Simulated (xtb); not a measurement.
C2H7BeN, SMILES [Be]([CH2]C)[NH2]. All values are semi-empirical tight-binding results from xtb (GFN2-xTB unless named), good for trends rather than for accurate numbers. Coordinates come from a GFN2-xTB optimisation. Other conformers were not sampled.

For metal compounds this method's bond lengths and energies can be far off.

```json
{
 "orbital_gap": "5.52 eV",
 "zero_point_energy": "55.8 kcal/mol",
 "G − E(el) at 298.15 K (modified RRHO)": "37.0 kcal/mol"
}
```

Question: Give the IR lines (harmonic; lines under 4 % of the strongest left out, lines within 3 cm⁻¹ merged). (An estimate is asked for; the answer gives what the named calculation found.)

Answer: ν (cm⁻¹): 238 (w), 264 (w), 473 (vs), 518 (w), 575 (s), 583 (vs), 938 (w), 998 (m), 1041 (w), 1176 (vs), 1282 (w), 1567 (m), 2926 (m), 2956 (w), 2971 (m), 3011 (m), 3022 (w) (against the strongest line: vs over 80 %, s over 45 %, m over 15 %, w over 4 %, vw less)
